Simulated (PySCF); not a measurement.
C3H9Sb, SMILES [CH3][Sb]([CH3])[CH3] (connectivity only; charge and spin as stated), charge +1, multiplicity 2.

Geometry optimised at r2SCAN-D4/def2-SVP. The spin state was assumed, not searched. The isomer is the one that the SMILES or the coordinates give; other isomers of the formula were not compared. The def2 effective core potentials stand for the cores of Sb; spin–orbit coupling is left out.

Calculation: PySCF with TDA-PBE0/def2-SVPD.

Vertical excitations; the highest root listed may be one member of a degenerate set. 

```tsv
state	energy (eV)	λ (nm)	f	main pairs
root 1	3.41	363	0.015	β HOMO→LUMO (degenerate set)
root 2	3.41	363	0.015	β HOMO−1→LUMO (degenerate set)
root 3	5.77	215	0.000	β HOMO−2→LUMO 99 %
root 4	5.90	210	0.001	α HOMO→LUMO+2, β HOMO−3→LUMO (degenerate set)
root 5	5.90	210	0.001	α HOMO→LUMO+1, β HOMO−4→LUMO (degenerate set)
root 6	5.99	207	0.000	α HOMO→LUMO 85 %, β HOMO−7→LUMO 11 %
root 7	6.11	203	0.062	α HOMO→LUMO+1, β HOMO−5→LUMO, β HOMO−4→LUMO (degenerate set)
root 8	6.11	203	0.062	α HOMO→LUMO+2, β HOMO−6→LUMO, β HOMO−3→LUMO (degenerate set)
root 9	6.20	200	0.007	α HOMO→LUMO+1, β HOMO−5→LUMO (degenerate set)
root 10	6.20	200	0.007	α HOMO→LUMO+2, β HOMO−6→LUMO (degenerate set)
```
Unrestricted roots are not spin-pure.
